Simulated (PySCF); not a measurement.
## Structure from NMR data

An unknown has the formula C6H13NSi. Its calculated NMR data are:

¹H NMR (400 MHz, computed): δ 6.70 (m, 1H), 5.72 (m, 1H), 5.66 (m, 1H), 3.87 (m, 1H), 3.67 (d, 3H), 1.99 (s, 3H), 1.63 (d, 3H).

¹³C{¹H} NMR (computed): δ 165.0 (C), 153.2 (CH), 123.4 (CH2), 47.9 (CH), 23.8 (CH3), 11.8 (CH3).

One averaged value for each set of equivalent atoms, gas phase, non-relativistic Hamiltonian, one conformer. σ from GIAO-PBE0/pcSseg-1; coordinates at the GFN2-xTB level; PySCF.

δ = σ(ref) − σ, references computed at the same level: TMS for ¹H, ¹³C.

Task: Deduce the structure.

Result: 
1. The formula gives 2 degrees of unsaturation (no ring in the answer).
2. 6 carbon signals for 6 carbons: no two carbons are equivalent.
3. Carbon types of the structure: 1 × C, 2 × CH, 1 × CH2, 2 × CH3, leaving 3 H on heteroatoms.
4. δC 165.0: C=N carbon.
5. δC 153.2: alkene CH; the olefinic region.
6. δC 123.4: terminal =CH2 carbon; the olefinic region.
7. δC 47.9: sp3 CH bonded to N and Si; pulled downfield by the heteroatom.
8. δC 23.8, 11.8: methyl carbon; aliphatic region, no heteroatom directly attached.
9. δH 6.70: hydrogen on an alkene CH; a vinylic proton, deshielded by the sp2 carbon and the C=C anisotropy.
10. δH 5.72, 5.66: hydrogen on a terminal =CH2 carbon; a vinylic proton, deshielded by the sp2 carbon and the C=C anisotropy.

These data were computed for SMILES C=C/C(C)=N/[C@H](C)[SiH3].

This is the structure that produced the data.

Shifts are as computed. Against solution values, carbons near 30 ppm lie about +3 ppm off and those near 130 ppm about +5 ppm. Of 1211 compounds with measured shifts, 218 miss one by over three times the rms of a fit or turn the order of signals round; such compounds aren't used in these exercises. No couplings were computed; multiplicities are counted from neighbouring protons, with m where these are inequivalent, close in shift, in a saturated or five-membered ring or joined by F or P, and br s for small geminal =CH2 splittings.
